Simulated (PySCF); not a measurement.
Compound: C₄H₇NO₂.
Numbering: `[CH2:1]=[CH:2][O:3][CH2:4][C:5]([NH2:6])=[O:7]` (hydrogens: H8, H9 on C1; H10 on C2; H11, H12 on C4; H13, H14 on N6)

Structure used (GFN2-xTB), in Å, numbered top down from 1:
```
atom  x, y, z in Å
C1     2.4257    0.0997    0.6190
C2     1.2831   -0.1331    1.2425
O3     0.0259   -0.1473    0.7282
C4    -0.1086    0.1195   -0.6505
C5    -1.5744    0.0719   -1.0823
N6    -2.4371   -0.2105   -0.0917
O7    -1.9008    0.2753   -2.2286
H8     3.3484    0.0759    1.1667
H9     2.4954    0.3176   -0.4309
H10    1.2382   -0.3509    2.3012
H11    0.2831    1.1154   -0.8969
H12    0.4431   -0.6185   -1.2482
H13   -3.4213   -0.2607   -0.2928
H14   -2.1013   -0.3698    0.8420
```

Computed, not measured: PBE0/def2-SVPD in PySCF (dipole) on a GFN2-xTB geometry, gas phase.

Take the most abundant isotopes and a rigid rotor. The values belong to one conformer with, in the numbering `[CH2:1]=[CH:2][O:3][CH2:4][C:5]([NH2:6])=[O:7]`, C1–C2–O3–C4 0°, C2–O3–C4–C5 180°, O3–C4–C5–N6 0°, C4–C5–N6–H 180° and 0°.

Problem. Give the principal moments of inertia and the rotational constants in GHz.

Solution. Ia = 68.32, Ib = 356.50, Ic = 421.64 u·Å²; 505379 MHz·u·Å²/I gives 7397, 1418 and 1199 MHz, that is A = 7.3973, B = 1.4176, C = 1.1986 GHz.

Problem. Classify the top.

Solution. A near-prolate asymmetric top; Ray's κ = -0.929.

Problem. Is it planar, by Δ = Ic − Ia − Ib?

Solution. Not planar: Δ = Ic − Ia − Ib = -3.18 u·Å². For a rigid frame Δ = −2 Σ m c², so Σ m c² = 1.59 u·Å² lies off the ab plane, practically all of it from hydrogen. The atom farthest from that plane is 0.89 Å away.

Problem. Where do the levels up to J = 5 lie, in K?

Solution. Above 0(0,0), as E/k:
J = 1: 1(0,1) 0.126, 1(1,1) 0.413, 1(1,0) 0.423
J = 2: 2(0,2) 0.376, 2(1,2) 0.653, 2(1,1) 0.685, 2(2,1) 1.546, 2(2,0) 1.546
J = 3: 3(0,3) 0.752, 3(1,3) 1.014, 3(1,2) 1.077, 3(2,2) 1.922, 3(2,1) 1.924, 3(3,1) 3.384, 3(3,0) 3.384
J = 4: 4(0,4) 1.251, 4(1,4) 1.495, 4(1,3) 1.600, 4(2,3) 2.424, 4(2,2) 2.429, 4(3,2) 3.886, 4(3,1) 3.886, 4(4,1) 5.932, 4(4,0) 5.932
J = 5: 5(0,5) 1.874, 5(1,5) 2.095, 5(1,4) 2.252, 5(2,4) 3.051, 5(2,3) 3.061, 5(3,3) 4.515, 5(3,2) 4.515, 5(4,2) 6.560, 5(4,1) 6.560, 5(5,1) 9.190, 5(5,0) 9.190

Problem. Which lines would a microwave search look for?

Solution. The dipole components are |μa| = 2.14 D, |μb| = 2.56 D, |μc| = 0.00 D; the mirror of this Cs structure is the ab plane, so μc vanishes by symmetry and there are no c-type lines. The squared components, which scale the intensities, stand as 0.70 : 1.00 (a : b). Some lines, for components of 0.1 D or more:

```
type  branch         J(Ka,Kc)    MHz  lower level (cm⁻¹)
   a       Q  2(1,1) ← 2(1,2)    657               0.454
   b       R  3(0,3) ← 2(1,2)   2058               0.454
   a       R  1(0,1) ← 0(0,0)   2616               0.000
   a       R  2(1,2) ← 1(1,1)   5013               0.287
   a       R  2(0,2) ← 1(0,1)   5227               0.087
   a       R  2(1,1) ← 1(1,0)   5451               0.294
   b       Q  1(1,0) ← 1(0,1)   6199               0.087
   b       Q  2(1,1) ← 2(0,2)   6424               0.262
   b       Q  3(1,2) ← 3(0,3)   6772               0.523
   a       R  3(1,3) ← 2(1,2)   7516               0.454
   a       R  3(0,3) ← 2(0,2)   7825               0.262
   a       R  3(2,2) ← 2(2,1)   7849               1.074
   a       R  3(2,1) ← 2(2,0)   7872               1.074
   a       R  3(1,2) ← 2(1,1)   8173               0.476
   b       R  1(1,1) ← 0(0,0)   8596               0.000
   b       R  2(1,2) ← 1(0,1)  10993               0.087
   b       Q  3(2,1) ← 3(1,2)  17644               0.749
   b       Q  2(2,0) ← 2(1,1)  17945               0.476
   b       Q  2(2,1) ← 2(1,2)  18596               0.454
   b       R  2(2,1) ← 1(1,0)  23391               0.294
   b       R  2(2,0) ← 1(1,1)  23616               0.287
   b       R  3(2,2) ← 2(1,1)  25788               0.476
   b       R  3(2,1) ← 2(1,2)  26474               0.454
   b       Q  3(3,1) ← 3(2,2)  30450               1.336
   b       R  3(3,1) ← 2(2,0)  38293               1.074
   b       R  3(3,0) ← 2(2,1)  38299               1.074
```

Problem. Estimate the classical rotational partition function at 25 K, 100 K and 298.15 K.

Solution. Point group Cs, symmetry number σ = 1; q = (√π/σ)·√((kT/h)³/(ABC)), k/h = 20836.6 MHz/K: 5940 at 25 K, 47600 at 100 K, 245000 at 298.15 K.

Not checked by GFN2-xTB frequencies. Constants of a rigid frame at the computed geometry: no zero-point averaging, no centrifugal distortion. Quadrupole hyperfine structure (14N) is left out.
